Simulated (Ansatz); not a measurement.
Start from `O[SiH2]/C=C\[SiH](O)O` and change one atom or group to get `C=C[SiH2]O`.

Ansatz, PBE0-D4/def2-TZVP geometries, multiplicity 1. Each molecule was computed in one conformer, which needn't be the lowest.

```tsv
property	`O[SiH2]/C=C\[SiH](O)O`
size of the dipole moment (PBE/def2-TZVPP) / D	2.77
HOMO energy (PBE/def2-TZVPP) / eV	-6.63
LUMO energy (B3LYP/def2-TZVPP) / eV	-1.28
HOMO–LUMO gap (B3LYP/def2-TZVPP) / eV	6.41
LUMO energy (PBE/def2-TZVPP) / eV	-2.04
HOMO–LUMO gap (PBE0/def2-TZVPP) / eV	6.81
```

Problem. Give the same properties after the change, and the shifts. (Best estimate.)

Solution. Computed: 
```tsv
property	`C=C[SiH2]O`	shift
size of the dipole moment (PBE/def2-TZVPP) / D	1.51	-1.26
HOMO energy (PBE/def2-TZVPP) / eV	-6.82	-0.19
LUMO energy (B3LYP/def2-TZVPP) / eV	-0.69	0.59
HOMO–LUMO gap (B3LYP/def2-TZVPP) / eV	7.04	0.63
LUMO energy (PBE/def2-TZVPP) / eV	-1.48	0.56
HOMO–LUMO gap (PBE0/def2-TZVPP) / eV	7.49	0.68
```

With PBE0 the HOMO falls by 0.05 eV and the LUMO rises by 0.63 eV, so the gap widens by about 0.68 eV. PBE moves the HOMO by -0.19 eV and ωB97M-V by -0.09 eV. Dipoles are sizes alone; their direction can turn.

B3LYP here is the variant with VWN-RPA as its local correlation; programs differ in this.
